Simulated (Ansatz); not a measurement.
n-GeSiSiGeH10 (Si2Ge2H10). Charge 0, multiplicity 1. Geometry PBE-D4/def2-SVP, basis def2-TZVP, Ansatz.

| atom | x (Å) | y (Å) | z (Å) |
| --- | --- | --- | --- |
| Ge1 | 1.700 | -1.719 | 0.159 |
| Ge2 | -0.243 | 2.393 | -0.292 |
| Si3 | -0.567 | -1.291 | 0.802 |
| Si4 | -1.458 | 0.355 | -0.619 |
| H5 | 1.753 | -2.169 | -1.325 |
| H6 | 2.545 | -0.425 | 0.303 |
| H7 | 2.344 | -2.828 | 1.033 |
| H8 | -1.364 | -2.569 | 0.735 |
| H9 | -0.598 | -0.790 | 2.223 |
| H10 | -2.923 | 0.586 | -0.348 |
| H11 | -1.307 | -0.092 | -2.052 |
| H12 | 1.263 | 2.169 | -0.594 |
| H13 | -0.767 | 3.528 | -1.211 |
| H14 | -0.378 | 2.852 | 1.185 |

| run | HOMO (eV) | LUMO (eV) |
| --- | --- | --- |
| A | -7.85 | -0.39 |
| B | -7.64 | -0.56 |
| C | -7.08 | -0.99 |
| D | -7.46 | -0.76 |
| E | -10.32 | 1.69 |
| F | -6.82 | -1.19 |

LC-ωPBE has ω = 0.4 bohr⁻¹. B3LYP takes the VWN-RPA correlation. HSE06 is defined as in plane-wave codes, on full-range PBE exchange. Another isomer (singlet) lies 0.23 eV lower at PBE0-D4/def2-TZVP; other spin states weren't run for this one.

Q: The runs used B3LYP, HSE06, LC-ωPBE, PBE, PBE0, r2SCAN. Estimate which is which.

A: A PBE0 (25 % exact exchange); B B3LYP (20 % exact exchange); C r2SCAN (0 % exact exchange); D HSE06 (range-separated); E LC-ωPBE (range-separated); F PBE (0 % exact exchange). Exact exchange lowers occupied and raises empty levels; among semilocal functionals meta-GGAs tend to open the gap a little, and such runs are hard to tell apart. The gap grows from 5.64 eV (PBE) to 12.01 eV (LC-ωPBE).
